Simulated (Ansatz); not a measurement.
Start from `B[SiH2][SiH2][SiH2]Cl` and change one atom or group to get `Cl[SiH2][SiH2][GeH3]`.

Ansatz, PBE0-D4/def2-TZVP geometries, multiplicity 1. Each molecule was computed in one conformer, which needn't be the lowest.

Scalar relativity is left out up to krypton.

| property | `B[SiH2][SiH2][SiH2]Cl` |
| --- | --- |
| HOMO energy (ωB97M-V/def2-TZVPP) / eV | -9.53 |
| HOMO–LUMO gap (ωB97M-V/def2-TZVPP) / eV | 10.08 |
| HOMO–LUMO gap (PBE/def2-TZVPP) / eV | 4.35 |
| HOMO energy (B3LYP/def2-TZVPP) / eV | -7.30 |
| LUMO energy (PBE/def2-TZVPP) / eV | -2.07 |
| size of the dipole moment (B3LYP/def2-TZVPP) / D | 2.49 |

Task: Give the same properties after the change, and the shifts. (Estimate.)

Result: Ansatz gave: 
| property | `Cl[SiH2][SiH2][GeH3]` | shift |
| --- | --- | --- |
| HOMO energy (ωB97M-V/def2-TZVPP) / eV | -9.97 | -0.44 |
| HOMO–LUMO gap (ωB97M-V/def2-TZVPP) / eV | 11.05 | 0.97 |
| HOMO–LUMO gap (PBE/def2-TZVPP) / eV | 5.36 | 1.01 |
| HOMO energy (B3LYP/def2-TZVPP) / eV | -7.78 | -0.48 |
| LUMO energy (PBE/def2-TZVPP) / eV | -1.52 | 0.55 |
| size of the dipole moment (B3LYP/def2-TZVPP) / D | 1.31 | -1.18 |

With PBE0 the HOMO falls by 0.49 eV and the LUMO rises by 0.54 eV, so the gap widens by about 1.03 eV. PBE moves the HOMO by -0.45 eV and ωB97M-V by -0.44 eV. Dipoles are sizes alone; their direction can turn.

B3LYP here is the variant with VWN-RPA as its local correlation; programs differ in this.
